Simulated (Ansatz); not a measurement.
System: SiHF, charge 0, triplet. This triplet is an excited state, 1.7 eV above the singlet at CCSD(T)/cc-pV(5+d)Z (Ansatz, an electronic-structure program). SiHF (SMILES F[SiH], triplet).
B3LYP-D3(BJ)/def2-TZVP minimum from Ansatz:
```xyz
3

Si    -0.2682    -0.3601     0.3719
H     -1.0297    -1.3680    -0.4262
F      0.5316     0.7121    -0.5311
```
Charge 0, spin multiplicity 3.

Total energies in cc-pV(D+d)Z, 12 correlated electrons, 6 frozen orbitals. Open shells are spin-unrestricted; no spin-orbit coupling. Cores are frozen in correlated methods. No relativity. The spin of HFSi (F[SiH], triplet) was assumed, and the state is the lowest solution found for it.

| method | program | energy (Eh) | minus CCSDTQ (mEh) |
|---|---|---|---|
| HF | Ansatz | -388.91862 | 272.47 |
| MP2 | Ansatz | -389.16954 | 21.55 |
| CCSD | Ansatz | -389.18511 | 5.98 |
| CCSD(T) | Ansatz | -389.18996 | 1.13 |
| CCSDT(Q) | Ansatz | -389.19114 | -0.05 |
| CCSDTQ | Ansatz | -389.19109 | 0.00 |

Rough core times of Ansatz's runs on a shared machine: CCSD(T) under 20 s, CCSDT(Q) 70 s, CCSDTQ 50 min.
